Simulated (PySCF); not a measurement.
Compound: C4H4FNSi.
SMILES: `N#CCC#C[SiH2]F`

Level of theory: PBE0-D3(BJ)/def2-SVP geometry optimisation, gas phase in PySCF.

Masses are those of the commonest isotopes; rigid-rotor values at the optimised geometry. 

Question: What are A, B and C (MHz)?

Answer: Ia = 58.03, Ib = 730.02, Ic = 778.75 u·Å²; 505379 MHz·u·Å²/I gives A = 8709, B = 692.3, C = 649.0 MHz.

Question: What kind of rotor is it?

Answer: A near-prolate asymmetric top. Ray's parameter κ = (2B − A − C)/(A − C) = -0.989; −1 is the prolate and +1 the oblate limit.

Question: Is it planar, by Δ = Ic − Ia − Ib?

Answer: Not planar: Δ = Ic − Ia − Ib = -9.30 u·Å². For a rigid frame Δ = −2 Σ m c², so Σ m c² = 4.65 u·Å² lies off the ab plane: 4.64 from hydrogen and 0.01 from heavier atoms. The atom farthest from that plane is 1.25 Å away.

Question: Give the other two planar moments, Paa and Pbb, and the rms extents of the mass along the axes.

Answer: Paa = Σ m a² = (Ib + Ic − Ia)/2 = 725.37 and Pbb = Σ m b² = (Ia + Ic − Ib)/2 = 53.38 u·Å². With the mass M = 113.01 u, the rms extents √(P/M) along a, b and c are 2.53, 0.69, 0.20 Å.

Question: Give the coordinates in the principal-axis frame, origin at the centre of mass.

Answer: The sense of each axis is arbitrary; atoms in the order of the calculation.
| atom | mass (u) | a (Å) | b (Å) | c (Å) |
| --- | --- | --- | --- | --- |
| N1 | 14.003 | 3.899 | -0.847 | 0.013 |
| C2 | 12.000 | 3.090 | -0.022 | 0.003 |
| C3 | 12.000 | 2.066 | 1.025 | -0.006 |
| C4 | 12.000 | 0.708 | 0.494 | -0.010 |
| C5 | 12.000 | -0.426 | 0.053 | -0.011 |
| Si6 | 27.977 | -2.115 | -0.646 | -0.006 |
| F7 | 18.998 | -3.184 | 0.574 | 0.017 |
| H8 | 1.008 | 2.227 | 1.664 | -0.892 |
| H9 | 1.008 | 2.218 | 1.668 | 0.878 |
| H10 | 1.008 | -2.333 | -1.434 | -1.245 |
| H11 | 1.008 | -2.314 | -1.461 | 1.218 |

Question: List the rotational levels J(Ka,Kc) to J = 4 (MHz).

Answer: Above 0(0,0):
J = 1: 1(0,1) 1341, 1(1,1) 9358, 1(1,0) 9402
J = 2: 2(0,2) 4024, 2(1,2) 11998, 2(1,1) 12128, 2(2,1) 36179, 2(2,0) 36179
J = 3: 3(0,3) 8047, 3(1,3) 15956, 3(1,2) 16216, 3(2,2) 40203, 3(2,1) 40204, 3(3,1) 80397, 3(3,0) 80397
J = 4: 4(0,4) 13410, 4(1,4) 21234, 4(1,3) 21667, 4(2,3) 45568, 4(2,2) 45570, 4(3,2) 85763, 4(3,1) 85763, 4(4,1) 142035, 4(4,0) 142035

Question: Which types of transition are allowed, and where do some lines up to J = 2 fall?

Answer: The dipole components are |μa| = 0.66 D, |μb| = 1.83 D, |μc| = 0.04 D. The squared components, which scale the intensities, stand as 0.13 : 1.00 : 0.00 (a : b : c). Some of the stronger lines:

```tsv
type	branch	J(Ka,Kc)	MHz	lower level (cm⁻¹)
a	R	1(0,1) ← 0(0,0)	1341	0.000
a	R	2(1,2) ← 1(1,1)	2639	0.312
a	R	2(0,2) ← 1(0,1)	2682	0.045
a	R	2(1,1) ← 1(1,0)	2726	0.314
b	Q	1(1,0) ← 1(0,1)	8061	0.045
b	Q	2(1,1) ← 2(0,2)	8104	0.134
b	R	1(1,1) ← 0(0,0)	9358	0.000
b	R	2(1,2) ← 1(0,1)	10656	0.045
b	Q	2(2,0) ← 2(1,1)	24052	0.405
b	Q	2(2,1) ← 2(1,2)	24182	0.400
b	R	2(2,1) ← 1(1,0)	26777	0.314
b	R	2(2,0) ← 1(1,1)	26821	0.312
```

Whether it is a minimum is left open (no frequencies). These are rigid-rotor constants of the computed structure; measured ground-state constants (B0) also hold zero-point vibration. Quadrupole hyperfine structure (14N) is left out.
